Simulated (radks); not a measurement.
Species: Mo. Configuration: [Kr] 4d5 5s1. All-electron calculation, scalar-relativistic Kohn-Sham, revPBE, spin-polarised, spherical densities, finite nucleus; open shells are filled with parallel spins first (spin-orbit coupling, left out, can overturn this in heavy ions); Fermi nuclear charge, rms radius 4.4091 fm. Program: a radial shooting solver on a logarithmic mesh with Libxc functionals.

Unscreened Slater integrals over Kohn-Sham orbitals (hartree). They are taken over the spin-up orbitals.

integral      value
F0(4d,4d)   0.46805
F2(4d,4d)   0.22522
F4(4d,4d)   0.14410
F0(4d,5s)   0.31186
G2(4d,5s)  0.073965
F0(4d,4p)   0.56027
F2(4d,4p)   0.25813
G1(4d,4p)   0.31342
G3(4d,4p)   0.18901
F0(4d,4s)   0.57817
G2(4d,4s)   0.21742
F0(5s,5s)   0.26039
F0(5s,4p)   0.33230
G1(5s,4p)  0.020484
F0(5s,4s)   0.33548
G0(5s,4s)  0.012793
F0(4p,4p)   0.72428
F2(4p,4p)   0.37998
F0(4p,4s)   0.76274
G1(4p,4s)   0.51574
F0(4s,4s)   0.80874

Derived for the open shells (J is the average intra-shell exchange parameter used in DFT+U). 4d: Racah B = F2/49 - 5 F4/441 = 0.002962 hartree, C = 35 F4/441 = 0.01144 hartree, C/B = 3.86, F4/F2 = 0.640, J = (F2 + F4)/14 = 0.02638 hartree.
